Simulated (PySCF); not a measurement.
Te(Me)(OMe), SMILES CO[Te]C, singlet (CAM-B3LYP/def2-SVP optimised geometry):

```
10

Te    -1.245    -1.281     0.000
C     -1.440     0.857     0.000
H     -2.491     1.094     0.219
H     -1.164     1.281    -0.973
H     -0.802     1.262     0.795
O      0.752    -1.281     0.000
C      1.410    -1.146    -1.234
H      1.221    -0.168    -1.715
H      2.491    -1.222    -1.035
H      1.137    -1.937    -1.956
```

Computed with CAM-B3LYP/def2-TZVP, def2 effective core potentials past Kr (PySCF).

Question: What are the frontier orbital energies and the dipole moment?

Answer: HOMO-2 -10.03 eV, HOMO-1 -9.03 eV, HOMO -7.24 eV, LUMO -0.43 eV, LUMO+1 0.97 eV; dipole moment 1.81 D.

On the same geometry PBE/def2-TZVP, def2 effective core potentials past Kr (PySCF 2.14.0) gives HOMO-2 -7.32 eV, HOMO-1 -6.19 eV, HOMO -4.88 eV, LUMO -2.35 eV, LUMO+1 -0.81 eV; dipole moment 1.63 D.
